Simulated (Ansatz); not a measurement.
Energy difference R1 + R2 → P1 + P2, each structure at its B3LYP-D3(BJ)/def2-TZVP stationary point, reached from a drawn start (curvature not checked).
R1, H7NSi2 (SMILES [SiH3]N[SiH3]) (charge 0, multiplicity 1):
```xyz
10

Si     1.5143    -0.2510     0.3234
N     -0.0067    -0.3906    -0.4889
Si    -1.5098     0.3973    -0.1532
H      2.6148    -0.0749    -0.6555
H      1.4354     0.9274     1.2131
H      1.8406    -1.4476     1.1402
H     -0.0387    -1.0825    -1.2267
H     -2.5125    -0.5144     0.4542
H     -2.1061     0.9372    -1.3995
H     -1.2314     1.4991     0.7929
```
R2, H2O (SMILES O) (charge 0, multiplicity 1):
| atom | x (Å) | y (Å) | z (Å) |
|---|---|---|---|
| O | 0.0000 | 0.0000 | 0.3896 |
| H | 0.0000 | 0.7650 | -0.1949 |
| H | 0.0000 | -0.7650 | -0.1949 |
P1: H5NSi (SMILES N[SiH3]), charge 0, multiplicity 1.
P2: H4OSi (SMILES O[SiH3]), charge 0, multiplicity 1.

P less R. No zero-point or thermal terms.

Correlated levels freeze the cores.

Codes used: Ansatz (Gaussian orbitals). No computed number here is a measurement.

Total energies in hartree:

```json
[
 {"structure": "R1", "PBE/def2-TZVPP": "-637.634999", "PBE0/def2-TZVPP": "-637.705761", "CCSD(T)/cc-pV(Q+d)Z": "-637.071529"},
 {"structure": "R2", "PBE/def2-TZVPP": "-76.380147", "PBE0/def2-TZVPP": "-76.380766", "CCSD(T)/cc-pV(Q+d)Z": "-76.359711"},
 {"structure": "P1", "PBE/def2-TZVPP": "-347.071173", "PBE0/def2-TZVPP": "-347.108996", "CCSD(T)/cc-pV(Q+d)Z": "-346.779614"},
 {"structure": "P2", "PBE/def2-TZVPP": "-366.956169", "PBE0/def2-TZVPP": "-366.989388", "CCSD(T)/cc-pV(Q+d)Z": "-366.662818"}
]
```

Problem. Work out the reaction energy at each level in kcal/mol (1 hartree = 627.50947 kcal/mol), and say how far PBE/def2-TZVPP lies from CCSD(T)/cc-pV(Q+d)Z.

Solution. 
- PBE/def2-TZVPP: (-347.071173) + (-366.956169) − (-637.634999) − (-76.380147) = -0.012196 hartree = -7.65 kcal/mol
- PBE0/def2-TZVPP: (-347.108996) + (-366.989388) − (-637.705761) − (-76.380766) = -0.011857 hartree = -7.44 kcal/mol
- CCSD(T)/cc-pV(Q+d)Z: (-346.779614) + (-366.662818) − (-637.071529) − (-76.359711) = -0.011192 hartree = -7.02 kcal/mol
PBE/def2-TZVPP less CCSD(T)/cc-pV(Q+d)Z: -0.63 kcal/mol. CCSD(T)/cc-pV(Q+d)Z is the level counted from, the highest shown, and no exact or measured value.

Ansatz is a quantum-chemistry and plane-wave program.
